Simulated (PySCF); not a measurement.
These are PBE0-D3(BJ)/def2-TZVP // PBE0-D3(BJ)/def2-SVP in PySCF values and carry that method's errors. Isolated molecules, 0 K electronic values unless said otherwise. One relaxed conformer stands for a flexible species; it need not be the lowest. Excitations are Tamm–Dancoff values on a coarser integration grid. The basis has no diffuse functions, so Rydberg states are missing or too high.

Reference species (SMILES): `Bc1c(C#C)ccc2sccc12` (neutral, multiplicity 1).

```
Quantity                   Value
----------------------  --------
T1 excitation (TDA)      2.63 eV
S1 oscillator strength     0.065
LUMO                    -2.39 eV
```

Changed species: `Bc1c(C#C)ccc2ccsc12`.

**Question.** Give the shifts of the T1 excitation (TDA), S1 oscillator strength and LUMO.

**Answer.** the T1 excitation (TDA) decreases by 0.13 eV, to 2.50 eV; the S1 oscillator strength is nearly the same; the LUMO decreases by 0.02 eV, to -2.41 eV.
